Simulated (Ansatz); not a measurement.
A structure relaxed at PBE-D4/def2-SVP in Ansatz, charge -1, singlet:

```xyz
10

In   -2.992   -0.765   -2.149
In    0.124    3.015    1.803
In   -0.890    0.259    2.309
In   -0.707    0.833   -0.821
In    1.390    2.877   -1.013
Sn   -0.166   -2.173   -1.663
Sn    2.025    0.634    1.220
Sn   -2.058   -1.887    0.668
Sn    0.989   -2.318    1.121
Sn    2.284   -0.475   -1.476
```

**Question.** Give its formula.

**Answer.** the cluster In₅Sn₅⁻.

**Question.** Summarise the bond lengths by kind (pairs closer than 1.2 times the sum of covalent radii, bridged metal pairs left out).

**Answer.** 8 × In–Sn 2.94 to 3.33 Å; 6 × Sn–Sn 2.93 to 3.13 Å; 5 × In–In 2.93 to 3.19 Å.

In the def2 sets In, Sn take a core potential; there is no spin–orbit coupling. The structure comes from a short search, and lower isomers may exist.
